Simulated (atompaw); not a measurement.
# Reading a pseudo-wave (antimony (Sb))

Columns: radius, all-electron u(r) and pseudo u(r) of the 4p shell (level -101.79 eV) of antimony in the configuration [Ar] 3d10 4s2 4p6 4d10 5s2 5p3; PBE, scalar-relativistic, PAW (atompaw) scheme, atompaw 4.2.0.5.

```json
{"r (bohr)": "0.065", "all-electron": "0.4566", "pseudo": "0.0190"}
{"r (bohr)": "0.131", "all-electron": "-0.0505", "pseudo": "0.0758"}
{"r (bohr)": "0.196", "all-electron": "-0.5802", "pseudo": "0.1644"}
{"r (bohr)": "0.262", "all-electron": "-0.6752", "pseudo": "0.2811"}
{"r (bohr)": "0.327", "all-electron": "-0.4224", "pseudo": "0.4141"}
{"r (bohr)": "0.392", "all-electron": "-0.0173", "pseudo": "0.5555"}
{"r (bohr)": "0.458", "all-electron": "0.4036", "pseudo": "0.6980"}
{"r (bohr)": "0.523", "all-electron": "0.7508", "pseudo": "0.8277"}
{"r (bohr)": "0.588", "all-electron": "1.0037", "pseudo": "0.9388"}
{"r (bohr)": "0.654", "all-electron": "1.1629", "pseudo": "1.0261"}
{"r (bohr)": "0.719", "all-electron": "1.2369", "pseudo": "1.0826"}
{"r (bohr)": "0.785", "all-electron": "1.2464", "pseudo": "1.1083"}
{"r (bohr)": "0.850", "all-electron": "1.2093", "pseudo": "1.1030"}
{"r (bohr)": "0.915", "all-electron": "1.1417", "pseudo": "1.0701"}
{"r (bohr)": "0.981", "all-electron": "1.0544", "pseudo": "1.0131"}
{"r (bohr)": "1.046", "all-electron": "0.9594", "pseudo": "0.9396"}
{"r (bohr)": "1.112", "all-electron": "0.8607", "pseudo": "0.8538"}
{"r (bohr)": "1.177", "all-electron": "0.7657", "pseudo": "0.7646"}
{"r (bohr)": "1.242", "all-electron": "0.6756", "pseudo": "0.6761"}
{"r (bohr)": "1.308", "all-electron": "0.5911", "pseudo": "0.5914"}
{"r (bohr)": "1.373", "all-electron": "0.5152", "pseudo": "0.5152"}
{"r (bohr)": "1.438", "all-electron": "0.4470", "pseudo": "0.4470"}
{"r (bohr)": "1.504", "all-electron": "0.3854", "pseudo": "0.3854"}
{"r (bohr)": "1.569", "all-electron": "0.3320", "pseudo": "0.3320"}
{"r (bohr)": "1.635", "all-electron": "0.2846", "pseudo": "0.2846"}
{"r (bohr)": "1.700", "all-electron": "0.2438", "pseudo": "0.2438"}
```

Question: How many radial nodes do the two functions have?

Answer: The all-electron 4p function has n − l − 1 = 2; the pseudo-wave has 0, since the states of the same l below it are removed with the core.

Question: At about which radius was the pseudo-wave matched?

Answer: 1.40 bohr. The columns agree to 0.0005 from 1.31 bohr on; several derivatives are matched, so the curves merge somewhat inside the radius.

Question: Where does each function peak?

Answer: Outermost all-electron maximum near 0.79 bohr, pseudo maximum near 0.79 bohr (to the table’s step).

Question: Is the pseudo-wave norm-conserving?

Answer: No, it belongs to a PAW set: the norm inside the radius is not constrained, and the difference is carried by the augmentation charge.
